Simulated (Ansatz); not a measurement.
Abridged output of a molecular run in Ansatz:

```
Functional definition: HF
  name "HF"
  cite "Fock, Z. Phys. 61, 126 (1930) doi:10.1007/BF01340294"
  parent pbe
  exchange = exact_x
  correlation = 0
1244 factors; integrals over basis functions are off by at most 3.4e-4 eV
mean field evaluation 1: about -22847.7239 eV, gradient 4.5e1 eV
mean field evaluation 2: about -22847.8428 eV, gradient 4.6e1 eV
mean field evaluation 4: about -22852.3073 eV, gradient 1.7e0 eV
mean field evaluation 8: about -22852.3505 eV, gradient 1.2e-1 eV
mean field -22852.35057838 eV, -839.8083938758 hartree, gradient 3.1e-6 eV, S^2 0.000000; 0 other end points of the search recorded, 0 dependent functions left out
10 core orbitals not correlated: weight in the atoms' cores, before any rotation towards them, 1.000 or more for the frozen orbitals, at most 0.000 for the correlated occupied ones
reference -22852.35057838 eV, -839.8083938758 hartree; 30, 30 occupied and 72, 72 virtual orbitals, 1244 factors
second order -22.54857317 eV of doubles, -0.00000000 eV of singles
cycle   1  -21.99087615 eV  change    5.6e-1 eV  update   1.7e-1
cycle   2  -22.58316670 eV  change   -5.9e-1 eV  update   6.8e-2
cycle   3  -22.71903943 eV  change   -1.4e-1 eV  update   2.9e-2
cycle   4  -22.71417708 eV  change    4.9e-3 eV  update   6.8e-3
cycle   5  -22.70549449 eV  change    8.7e-3 eV  update   2.2e-3
cycle   6  -22.70538912 eV  change    1.1e-4 eV  update   8.0e-4
cycle   7  -22.70551248 eV  change   -1.2e-4 eV  update   2.8e-4
cycle   8  -22.70545891 eV  change    5.4e-5 eV  update   1.1e-4
cycle   9  -22.70548667 eV  change   -2.8e-5 eV  update   3.2e-5
perturbative correction -0.62878118 eV, -0.0231072823 hartree
Total energy: -22875.68484623 eV, -840.6659124029 hartree
```

Its atoms:

Cartesian coordinates in Å:
```
F -1.212 -1.387 -0.741
Hf -0.032 -0.042 -0.160
F 0.730 0.756 -1.684
I -1.402 1.815 1.237
I 1.915 -1.143 1.348
```

Problem. Which basis set was used?
A. cc-pV(T+d)Z
B. def2-SVP
C. def2-SVPD
D. def2-TZVPP

Solution. B. It gives 112 functions.

Problem. Write the keys of the input that set method, charge and spin (a neutral closed shell needs none for the last two).

Solution. 
```yaml
correlation: {method: ccsd_t}
```
